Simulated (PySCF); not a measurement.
An equivalent PySCF input for Yb²⁺ (ytterbium, charge +2), [Xe] 4f14, closed-shell 1S, with scalar relativity by spin-free X2C-1e:

```python
from pyscf import gto, scf, dft, mp, cc
import basis_set_exchange as bse
mol = gto.M(atom="Yb 0 0 0", charge=2, spin=0, symmetry="D2h",
            basis=gto.basis.parse(bse.get_basis("cc-pVDZ-X2C", elements=["Yb"], fmt="nwchem")),
            nucmod="G")
mf = dft.UKS(mol, xc="PBE").sfx2c1e()
mf.irrep_nelec = {'Ag': (9, 9), 'B1g': (2, 2), 'B2g': (2, 2), 'B3g': (2, 2), 'Au': (1, 1), 'B1u': (6, 6), 'B2u': (6, 6), 'B3u': (6, 6)}
mf.kernel()
```

It reaches the same state as the run whose output follows, with an energy that differs only through the grid. The run itself started from symmetry-adapted Hartree-Fock orbitals and held the occupation by maximum overlap, on a logarithmic radial grid, so the iterations belong to that start.

```
SCF conv_tol = 1e-09
number electrons alpha = 34  beta = 34
XC functionals = PBE
    J. P. Perdew, K. Burke, and M. Ernzerhof.,  Phys. Rev. Lett. 77, 3865 (1996)
    J. P. Perdew, K. Burke, and M. Ernzerhof.,  Phys. Rev. Lett. 78, 1396 (1997)
    J. P. Perdew, K. Burke, and M. Ernzerhof.,  Phys. Rev. Lett. 77, 3865 (1996)
    J. P. Perdew, K. Burke, and M. Ernzerhof.,  Phys. Rev. Lett. 78, 1396 (1997)
cycle= 1 E= -14058.7465603279  delta_E= 0.0666  |g|= 1.02  |ddm|= 0.434
cycle= 2 E= -14058.1958513467  delta_E= 0.551  |g|= 2.59  |ddm|= 0.821
cycle= 3 E= -14058.8460895391  delta_E= -0.65  |g|= 0.0385  |ddm|= 0.602
cycle= 4 E= -14058.8463256265  delta_E= -0.000236  |g|= 0.0269  |ddm|= 0.0271
cycle= 5 E= -14058.8464151143  delta_E= -8.95e-05  |g|= 0.000343  |ddm|= 0.00801
cycle= 6 E= -14058.8464151248  delta_E= -1.05e-08  |g|= 1.21e-05  |ddm|= 6.58e-05
cycle= 7 E= -14058.8464151248  delta_E= -1.82e-11  |g|= 6.23e-08  |ddm|= 2.6e-06
converged SCF energy = -14058.8464151248  <S^2> = 2.8421709e-14  2S+1 = 1
```

Spin-orbit coupling, which splits the p, d and f shells strongly at this Z, is absent.
